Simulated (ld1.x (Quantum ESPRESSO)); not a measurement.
# nitrogen, TM semilocal: configuration errors across variants

```json
{
  "Element": "N",
  "Generator": "ld1.x (Quantum ESPRESSO) 7.5",
  "Type": "norm-conserving Troullier–Martins (semilocal form)",
  "Functional": "LDA (PZ)",
  "Relativity": "scalar-relativistic",
  "Frozen core": "[He]",
  "Valence charge": "5",
  "Reference configuration": "2s2 2p3",
  "Partial waves": "2s (bound): rc 0.70 bohr; 2p (bound): rc 1.25 bohr; 3d channel at -0.05 Ry: rc 1.15 bohr",
  "Local potential": "the d channel",
  "Core correction": "none"
}
```

All-electron excitation energies from the reference (eV): (1) 2s2 2p2 13.732; (2) 2s2 2p1 42.702; (3) 2s2 2p0 89.866; (4) 2s0 2p5 22.452; (5) 2s1 2p3 25.184; (6) 2s2 2p2.5 5.167; (7) 2s2 2p3.3 -1.665; (8) 2s2 2p3 spin -2.892; (9) 2s2 2p2 spin 12.043.

Spin tests fill each open shell by Hund’s rule, majority spin first.

In the semilocal form every listed channel keeps its own potential, so the choice of the local channel does not act on these tests. It acts once the file is put into the separable form.

A semilocal file is local in each channel, so a ghost entry of none says nothing of the separable form that plane-wave codes build from it.

1 further variants failed, have other tests or too few solved ones, and are left out.

Errors AE − PS in meV (a dash: test not solved or not reliable):

| change | (1) | (2) | (3) | (4) | (5) | (6) | (7) | (8) | (9) | bound ghosts |
| --- | --- | --- | --- | --- | --- | --- | --- | --- | --- | --- |
| base | +5.4 | +81 | +443 | +57 | +0.2 | +0.3 | +0.1 | +291 | +204 | none |
| core correction a·sin(br)/r model core inside 0.32 bohr | +2.1 | +46 | +261 | +41 | -1.2 | -0.1 | 0.0 | +53 | +35 | none |
| wave 2p (bound): rc 1.25 bohr becomes 2p (bound): rc 1.10 bohr | +4.7 | +64 | +356 | +53 | +5.5 | +0.4 | +0.1 | +301 | +213 | none |
| all radii scaled by about 1.03 (s 0.72, p 1.30, d 1.18 bohr) | +5.4 | +83 | +461 | +55 | -1.7 | +0.3 | 0.0 | +288 | +200 | none |
| local potential the s channel | +5.4 | +80 | +443 | +57 | +0.3 | +0.3 | +0.1 | +291 | +204 | none |
| form changed from semilocal to separable (Kleinman–Bylander), still TM; local potential the p channel | +4.6 | +75 | +428 | +57 | -0.2 | +0.2 | +0.1 | +290 | +203 | none |
| wave 2s (bound): rc 0.70 bohr becomes 2s (bound): rc 0.72 bohr | +5.2 | +79 | +437 | +54 | -0.1 | +0.3 | +0.1 | +290 | +203 | none |
| wave 3d channel at -0.05 Ry: rc 1.15 bohr becomes 3d channel at 6.02 Ry: rc 1.15 bohr | +5.3 | +80 | +443 | +57 | +0.3 | +0.3 | +0.1 | +291 | +204 | none |

Q: Give the same row for: wave 3d channel at -0.05 Ry: rc 1.15 bohr becomes 3d channel at -0.05 Ry: rc 1.26 bohr.

A: +5.4, +81, +444, +57, +0.2, +0.3, +0.1, +291, +204; bound ghosts: none.
